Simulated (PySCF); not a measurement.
PSe⁺: one state, many levels of theory

State: ¹Σ⁺ (singlet), closed shell. Set-up: PySCF, spin-free X2C with a Gaussian nucleus, basis sets P x2c-SVPall, Se x2c-SVPall. De refers to P + Se⁺ in their high-spin ground configurations, without counterpoise correction. A positive dipole points towards Se; it is taken about the centre of mass and depends on that origin.

| Level | Re (Å) | ωe (cm⁻¹) | De (eV) | μ (D) | CPU s a point (SCF and correlation, without the integrals) |
| --- | --- | --- | --- | --- | --- |
| RHF | 1.920 | 758 | 1.87 | -2.56 | 0.071 |
| RHF-MP2 | 2.001 | 588 | 4.84 | n/a | 0.11 |
| RHF-SCS-MP2 | 1.995 | 600 | 4.77 | n/a | n/a |
| RHF-CCSD | 1.972 | 660 | 4.32 | n/a | n/a |
| RHF-CCSD(T) | 1.991 | 621 | 4.68 | n/a | 0.99 |
| PBE | 1.986 | 634 | 5.96 | -2.20 | 0.73 |
| revPBE | 1.990 | 630 | 5.64 | -2.19 | 0.58 |
| BP86 | 1.988 | 629 | 6.09 | -2.24 | 0.58 |
| r²SCAN | 1.967 | 661 | 5.46 | -2.24 | 1 |
| PBE0 | 1.956 | 682 | 5.34 | -2.26 | 1.1 |
| MN15 | 1.938 | 703 | 5.21 | -2.23 | 1.1 |
| ωB97X | 1.935 | 725 | 5.52 | -2.21 | 1 |

The bond length runs from 1.920 Å (RHF) to 2.001 Å (RHF-MP2). De spans 1.87 eV (RHF, mean field) to 6.09 eV (BP86, GGA). Correlation at CCSD(T) changes the Hartree–Fock bond energy by +2.81 eV; the triples alone change it by +0.36 eV.

Correlated steps freeze 14 core orbitals. Correlated levels converge slowly with the basis: in double zeta they bind strong bonds too weakly, by up to about 1 eV, and carry superposition errors of some tenths. For an ion De counts to the pair picked by the measured ionisation energies or electron affinities, which need not be the lowest pair at this level. Where the molecule has an RHF reference, its open-shell atoms are computed with UHF.

The whole job (state search and all levels along the bond) took about 2.3 min on 1 thread of Arm Neoverse V1 (shared host), peak memory 0.62 GiB.
